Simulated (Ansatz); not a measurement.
Consider the redistribution: `[CH3][Ta](=[S])([Cl])[Cl]` + `N[CH2][InH][NH2]` → `[NH2][Ta](=[S])([Cl])[Cl]` + `C[CH2][InH][NH2]`.

Computed with Ansatz on PBE0-D4/def2-TZVP structures; ΔE is electronic, products minus reactants. CBS: MP2 limit from def2 TZ/QZ plus the TZ coupled-cluster correction, frozen cores. def2 core potentials past Kr. For In, Ta outer-core shells are correlated without core-valence functions, which leaves a few kJ/mol of doubt a bond. Each species was taken in one conformer, which may not be the lowest.

```csv
level,ΔE (kJ/mol)
CCSD(T)/def2-TZVPP,-160.0
SCS-MP2/def2-QZVPP,-163.7
```

(1) What does CCSD(T)/CBS give? (Best estimate.)

Largest T1 diagnostic among the species: 0.020.

## Answers

(1) Computed: -160.9 kJ/mol. The listed levels differ from it by 0.9, -2.8 kJ/mol.

From PBE to PBE0 (25 % exact exchange), in def2-TZVPP and without D4, ΔE moves by −5.5 kJ/mol.
